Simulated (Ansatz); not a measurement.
Basis-set extrapolation for ClH₃OSi₂, SMILES `Cl[SiH]1O[SiH2]1` (PBE0-D4/def2-TZVP geometry, frozen core, Ansatz 0.2.0). Multiplicity 1, RHF reference.

```
                       def2-TZVPP    def2-QZVPP
                 HF  -1114.118733  -1114.153672
    MP2 correlation     -0.656846     -0.714172
CCSD(T) correlation     -0.726319       not run
```

Energies in hartree. Use E(X) = E(∞) + A·exp(−7.88·√X) for Hartree–Fock and E(X) = E(∞) + B·X^(−2.97) for correlation, with X = 3 and 4, and add CCSD(T) minus MP2 of the smaller set to the MP2 limit.

**Question.** What is the CCSD(T) energy at the basis-set limit?

**Answer.** HF limit: -1114.153672 + (-0.034939) × 0.13774 = -1114.15848. MP2 limit: -0.714172 + (-0.057326) × 0.74074 = -0.75664. Higher-order term: -0.726319 − (-0.656846) = -0.06947. Total: -1114.98459 hartree, 3.80 eV below CCSD(T)/def2-TZVPP.
